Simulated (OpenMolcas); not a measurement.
# Re5+: effect of the active space

```
Program             : OpenMolcas 26.06
Method              : SS-CASPT2 or its RAS form, IPEA 0.25 Eh, imaginary shift 0.1 Eh
Basis               : ANO-RCC-VTZP
Scalar Hamiltonian  : DKH2, point nucleus
Spin-orbit coupling : state interaction with AMFI integrals over the reference wave functions, term energies averaged over their components
```

A. 2 electrons in 5 orbitals (5d); 2S+1 = 3 even, 10 roots; 2S+1 = 1 even, 15 roots; closed shells correlated: 5s 5p; CASPT2 step about 6 core-seconds
B. 8 electrons in 8 orbitals (RAS1 5p, at most 2 holes; RAS2 5d); 2S+1 = 3 even, 10 roots; 2S+1 = 1 even, 15 roots; closed shells correlated: 5s; CASPT2 step about 15 core-seconds
C. 2 electrons in 10 orbitals (5d 6d); 2S+1 = 3 even, 10 roots; 2S+1 = 1 even, 15 roots; closed shells correlated: 5s 5p; CASPT2 step about 70 core-seconds

Energies in cm-1 above 5d2 3F2.

```json
{"Level": "5d2 3F2", "A": "0.0", "B": "0.0", "C": "0.0"}
{"Level": "5d2 3F3", "A": "8310", "B": "8770", "C": "8360"}
{"Level": "5d2 3F4", "A": "14930", "B": "15630", "C": "15010"}
{"Level": "5d2 3P0", "A": "14930", "B": "15090", "C": "14990"}
{"Level": "5d2 1D2 [52 %]", "A": "16790", "B": "17320", "C": "16750"}
{"Level": "5d2 3P1", "A": "19860", "B": "20320", "C": "19820"}
{"Level": "5d2 1G4", "A": "27420", "B": "28120", "C": "27520"}
{"Level": "5d2 3P2 [62 %]", "A": "28260", "B": "29220", "C": "28190"}
{"Level": "5d2 1S0", "A": "51480", "B": "52060", "C": "51480"}
```

Among A to C the level of the table that moves most is 5d2 3P2 [62 %], by 1000 cm-1 (lowest in C, highest in B). Moves below CASPT2's spread within the term are not significant.

CASPT2 does not keep the components of a term degenerate, so their means are used; among the terms shown or strongly mixed into the levels shown the widest spread is 380 cm-1 (5d2 1G, C). Active for correlation alone: 5p; no level in the range computed is led by a configuration that opens it, so any true level of that kind is missing (holds for B). Active for correlation alone: 6d; no level in the range computed is led by a configuration that fills it, so any true level of that kind is missing (holds for C). Levels of configurations outside the active space are missing.

A share in square brackets marks a mixed level and gives the weight of the term that names it, the lowest over the columns.
